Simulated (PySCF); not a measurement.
**Frontier orbitals and the lowest excitations**

C₃F₄O₂.
Z-matrix (Å and degrees, GFN2-xTB geometry), rows numbered from 1:
```
O 
C   1  1.1698
F   2  1.3379  1  123.19
C   2  1.5509  1  127.52  3  -177.88
F   4  1.3475  2  110.54  1  -135.71
F   4  1.3476  2  109.24  1   -17.43
C   4  1.5505  2  109.61  1   103.81
O   7  1.1698  4  127.55  2   103.82
F   7  1.3380  4  109.24  2   -74.15
```

Theory: PySCF, TDDFT PBE0/def2-SVPD, vertical, gas phase, core orbitals frozen in the response.

Frontier orbitals with the atoms that hold most of them (Löwdin shares over 4%, at most four atoms; ? is withheld):

```csv
orbital,ε (eV),atoms
LUMO+2,0.19,"C2 24%, C7 24%, F3 10%, F9 10%"
LUMO+1,-1.31,"C2 23%, C7 23%, O1 18%, O8 18%"
LUMO,?,?
HOMO,-10.15,"O1 27%, O8 27%, C4 10%, C2 7%"
HOMO-1,-10.87,?
HOMO-2,-12.30,"F6 16%, F5 16%, F3 15%, F9 15%"
HOMO-3,-12.39,"O1 23%, O8 23%, F3 18%, F9 18%"
```

Which atoms hold the LUMO, and with what shares?

C7 (bonded to C, F and O) 20%; C2 (bonded to C, F and O) 20%; O8 (bonded to C) 17%; O1 (bonded to C) 17%. By element: carbon 39% or more, oxygen 34%.

Give the leading atoms of the HOMO-1.

O8 (bonded to C) 35%; O1 (bonded to C) 35%; F9 (bonded to C) 5%; F3 (bonded to C) 5%. By element: oxygen 71%, fluorine 11% or more.

What is the LUMO energy, and the HOMO–LUMO gap?

ε(LUMO) = -2.93 eV; the gap is 7.21 eV (0.2651 hartree).

The HOMO–LUMO gap is 7.21 eV. Where does the response calculation put the lowest singlet, and from which orbitals?

S1 is at 5.36 eV (f = 0.017), 1.86 eV below the gap, made of HOMO→LUMO (90%), HOMO-1→LUMO+1 (9%). 

Give energy, strength and leading configuration of S1, S2 and S3, and follow the Löwdin shares of the leading atoms from the occupied to the empty orbital.

- S1 (5.36 eV, f 0.017), HOMO→LUMO (90%): O1 27% → 17%, O8 27% → 17%, C7 at most 7% → 20%, C2 7% → 20%
- S2 (5.77 eV, f 0.0007), HOMO-1→LUMO (80%): O8 35% → 17%, O1 35% → 17%, C7 at most 6% → 20%, C2 at most 6% → 20%
- S3 (7.28 eV, f 0.0014), HOMO→LUMO+1 (80%): O1 27% → 18%, O8 27% → 18%, C2 7% → 23%, C7 at most 7% → 23%

Löwdin shares depend on the basis, the more so with diffuse functions.

One conformer stands for the species.
